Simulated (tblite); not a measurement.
Compound: C₇H₁₁AlF₂.
SMILES with atom numbers: `[F:1][Al:2]([F:3])[C@@H:4]1[CH2:5][C@@H:6]2[CH2:7][CH2:8][CH2:9][C@H:10]12` (hydrogens: H11 on C4; H12, H13 on C5; H14 on C6; H15, H16 on C7; H17, H18 on C8; H19, H20 on C9; H21 on C10)

Computed with GFN2-xTB (tblite), gas phase: L-BFGS steps from a force-field or distance-geometry start until the largest atomic force falls under 0.01 eV/Å.

Step 0: E = -850.2997 eV
```
atom  x, y, z in Å  |  force x, y, z in eV/Å
F1      3.9953   -0.1694   -1.2683   -1.920   1.324   0.668
Al2     2.6473    0.8261   -0.5475    3.245   1.082   0.108
F3      3.1426    2.5090   -0.0946   -0.785  -2.057  -0.809
C4      1.3902   -0.1494    0.6109    1.163   0.205   0.349
C5      0.6071   -1.2799   -0.0495    1.985  -1.404  -0.394
C6     -0.5010   -0.9439    0.8985   -0.492   0.031   0.032
C7     -1.8664   -0.7382    0.3454   -1.883  -0.871   1.156
C8     -1.7257    0.3020   -0.7197   -0.844  -0.438  -1.208
C9     -0.6281    1.1837   -0.1993   -1.046   2.327   0.605
C10     0.0636    0.4744    0.9153   -0.314   0.261   2.541
H11     1.8611   -0.4945    1.5753   -0.249   0.255  -0.909
H12     0.4531   -1.0334   -1.1138   -0.159  -0.636   0.541
H13     1.1431   -2.2260    0.1251   -0.580  -0.090  -0.648
H14    -0.3906   -1.4817    1.8492   -0.352   0.104  -0.305
H15    -2.4791   -0.2642    1.1657    0.318  -0.680  -0.554
H16    -2.3719   -1.6520    0.0077    0.064   0.169   0.085
H17    -2.7063    0.8123   -0.8137    0.672  -0.120  -0.404
H18    -1.4291   -0.1479   -1.6881   -0.451   0.202   0.357
H19    -1.1528    2.0758    0.2505    0.820  -0.357  -0.592
H20     0.0109    1.5030   -1.0268    0.479   0.220   0.167
H21    -0.0723    0.9112    1.9322    0.330   0.472  -0.787
```

**Question.** Estimate the geometry and energy of step 1. (The exact step hangs on the optimiser's Hessian estimate; all steps are aligned on step 0, rigid shifts and turns removed.)

**Answer.** E = -850.8795 eV, largest force 2.331 eV/Å
```
atom  x, y, z in Å  |  force x, y, z in eV/Å
F1      3.9679   -0.1505   -1.2587   -1.461   1.093   0.469
Al2     2.6936    0.8415   -0.5460    2.221   0.582   0.401
F3      3.1314    2.4796   -0.1062   -0.537  -1.518  -0.680
C4      1.4068   -0.1465    0.6159    0.335   0.408  -0.171
C5      0.6354   -1.3000   -0.0552    0.526   0.327   0.237
C6     -0.5080   -0.9434    0.8990    0.053  -0.012  -0.274
C7     -1.8933   -0.7507    0.3619   -0.391  -0.110   0.019
C8     -1.7378    0.2957   -0.7370   -0.219  -0.146   0.339
C9     -0.6431    1.2170   -0.1906   -0.201   0.102   0.221
C10     0.0591    0.4781    0.9516   -0.078  -0.237   0.014
H11     1.8576   -0.4909    1.5623    0.069   0.078  -0.413
H12     0.4508   -1.0425   -1.1061   -0.045  -0.606   0.377
H13     1.1348   -2.2273    0.1158   -0.043  -0.864  -0.425
H14    -0.3956   -1.4802    1.8449   -0.333  -0.011  -0.173
H15    -2.4746   -0.2739    1.1577   -0.177  -0.370   0.004
H16    -2.3710   -1.6496    0.0089   -0.248  -0.324  -0.011
H17    -2.6966    0.8106   -0.8194    0.179   0.051  -0.487
H18    -1.4356   -0.1451   -1.6830   -0.256  -0.030  -0.071
H19    -1.1411    2.0707    0.2421    0.153   0.617  -0.120
H20     0.0177    1.5062   -1.0244    0.265   0.183   0.415
H21    -0.0675    0.9179    1.9209    0.187   0.790   0.328
```

The energy changes by -0.5798 eV. The first-order estimate −F·Δx gives -0.8489 eV and the mean of the old and new forces, exact on a quadratic surface, -0.5751 eV. The step makes an angle of 0° with the force vector and moves no atom by more than 0.049 Å.

The cost below is that of the whole relaxation. Hardware: an Intel Xeon at 2.50 GHz with one thread, shared host with 64 logical CPUs at a one-minute load of 62. Cost: 7.5 s wall, 4.3 s CPU.
